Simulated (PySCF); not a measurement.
CH6Cl2GaN.
Bonds: C1–Ga2, Ga2–N3, Ga2–Cl4, Ga2–Cl5. Hydrogens: H6, H7, H8 on C1; H9, H10, H11 on N3.

Theory: PBE0-D3(BJ)/def2-SVP geometry optimisation, gas phase (PySCF 2.14.0).

Question: How far are the bound atoms from Ga2?

Answer: 4 atoms: C1 1.955 Å, N3 2.107 Å, Cl5 2.187 Å, Cl4 2.189 Å. The nearest atom not counted as bound is H7, at 2.54 Å.

Question: List the angles at Ga2.

Answer: 
```
      angle  degrees  distance of the outer atoms (Å)
 C1–Ga2–Cl4    119.7                             3.58
 C1–Ga2–Cl5    119.1                             3.57
Cl4–Ga2–Cl5    112.5                             3.64
  C1–Ga2–N3    108.1                             3.29
 N3–Ga2–Cl4     96.3                             3.20
 N3–Ga2–Cl5     94.5                             3.15
```

Question: Describe the arrangement about Ga2 in numbers.

Answer: Angles from 94.5° to 119.7°; τ4 = (360° − α − β)/141° = 0.86 with α and β the two widest (0 for a square, 1 for a tetrahedron).

Question: What are the other bond lengths?

Answer: C1–H6, C1–H7, C1–H8 1.100 Å; N3–H9, N3–H10, N3–H11 1.021 Å.

Question: What are the rotational constants (commonest isotopes, rigid rotor)?

Answer: A = 2191, B = 1558, C = 1347 MHz: an asymmetric top.

Charge 0, singlet. No PBE0-D3(BJ)/def2-SVP frequencies stand behind this structure, so it isn't proved a minimum.
